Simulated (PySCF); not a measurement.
Job file and geometry (Å, from PBE0-D3(BJ)/def2-SVP) of an NMR shielding run on `CC(C)C1=CP1C(F)(F)F`, C₆H₈F₃P, PySCF 2.14.0, density-fitted response routines, GIAO wB97X-D/pcSseg-1 NMR shielding, non-relativistic, gas phase; density fitting, a coarse starting grid and PySCF grid level 2 are the driver's defaults:

```
$ OMP_NUM_THREADS=1 python probes_run.py task.json out

{"job": {"kind": "nmr", "xc": "wB97X-D", "basis": "pcSseg-1", "pop": false}, "charge": 0, "multiplicity": 1}
C     -1.868313     0.432602     1.071580
C     -0.925414     0.311855    -0.120436
C     -1.616113    -0.236115    -1.368554
C      0.263253    -0.504193     0.219322
C      0.914956    -1.199726     1.110231
P      1.810307    -1.200194    -0.480129
C      2.951211     0.313868    -0.196771
F      3.548722     0.286573     1.000129
F      3.910668     0.340496    -1.127530
F      2.287073     1.477632    -0.273684
H     -2.260451    -0.555560     1.359695
H     -1.355486     0.863705     1.943891
H     -2.725157     1.077261     0.824573
H     -0.527513     1.313104    -0.367733
H     -2.437279     0.428779    -1.674531
H     -2.038656    -1.234614    -1.176035
H     -0.910948    -0.321892    -2.208529
H      0.935897    -1.565116     2.135249
```

**Question.** What does the program print?

**Answer.** 
```
coarse grid: 16360 points
cycle   1  E = -873.7994108102  dE =  1.698e+00  |g| = 9.403e-01  |ddm| = 3.807e+00
cycle   2  E = -873.7806973495  dE =  1.871e-02  |g| = 1.103e+00  |ddm| = 1.059e+00
cycle   3  E = -873.9622268442  dE = -1.815e-01  |g| = 4.775e-02  |ddm| = 5.215e-01
cycle   4  E = -873.9627630830  dE = -5.362e-04  |g| = 2.407e-02  |ddm| = 8.227e-02
cycle   5  E = -873.9629042875  dE = -1.412e-04  |g| = 6.265e-03  |ddm| = 3.313e-02
cycle   6  E = -873.9629154919  dE = -1.120e-05  |g| = 1.716e-03  |ddm| = 1.141e-02
cycle   7  E = -873.9629165641  dE = -1.072e-06  |g| = 8.292e-04  |ddm| = 3.930e-03
final grid: 156968 points
cycle   8  E = -874.0478039287  dE = -2.509e-04  |g| = 9.020e-03  |ddm| = 5.543e-02
cycle   9  E = -874.0478086951  dE = -4.766e-06  |g| = 8.337e-03  |ddm| = 1.320e-02
cycle  10  E = -874.0478179407  dE = -9.246e-06  |g| = 8.616e-04  |ddm| = 4.357e-03
cycle  11  E = -874.0478180846  dE = -1.439e-07  |g| = 5.053e-04  |ddm| = 1.402e-03
cycle  12  E = -874.0478181434  dE = -5.875e-08  |g| = 9.275e-05  |ddm| = 6.372e-04
cycle  13  E = -874.0478181460  dE = -2.641e-09  |g| = 5.454e-05  |ddm| = 2.080e-04
cycle  14  E = -874.0478181469  dE = -9.115e-10  |g| = 1.202e-05  |ddm| = 9.717e-05
converged SCF energy = -874.0478181469

GIAO shielding tensors (ppm)
atom      isotropic    diamagn.    paramagn.     s11        s22        s33       span
  0 C      162.638     246.660     -84.022    148.954    154.799    184.161     35.207
  1 C      154.935     243.120     -88.185    142.243    158.237    164.324     22.080
  2 C      163.696     246.279     -82.583    151.475    155.917    183.696     32.221
  3 C       37.624     264.942    -227.319   -103.134     63.145    152.860    255.995
  4 C       72.751     259.252    -186.501    -58.635     97.412    179.476    238.111
  5 P      515.195     964.442    -449.247    226.157    272.462   1046.967    820.810
  6 C       50.132     254.405    -204.273     42.086     46.257     62.054     19.968
  7 F      259.816     473.899    -214.083    180.850    249.453    349.145    168.296
  8 F      257.603     470.168    -212.565    159.299    273.157    340.352    181.054
  9 F      258.965     479.765    -220.800    180.372    244.987    351.537    171.165
 10 H       30.195      30.053       0.142     27.026     28.055     35.504      8.477
 11 H       29.664      30.270      -0.606     25.190     28.098     35.705     10.515
 12 H       30.044      28.892       1.152     25.362     27.783     36.985     11.623
 13 H       28.575      31.594      -3.020     24.798     27.022     33.903      9.105
 14 H       30.101      28.885       1.217     25.797     27.613     36.893     11.096
 15 H       30.721      29.586       1.135     27.336     28.400     36.426      9.090
 16 H       29.506      29.560      -0.053     24.234     28.754     35.530     11.296
 17 H       24.017      32.224      -8.207     21.092     23.277     27.684      6.592
```

Size and cost of the density-fitted run: 217 basis functions, 58 s wall time on 1 thread of an Arm Neoverse V1, shared host; peak memory 1.2 GiB.
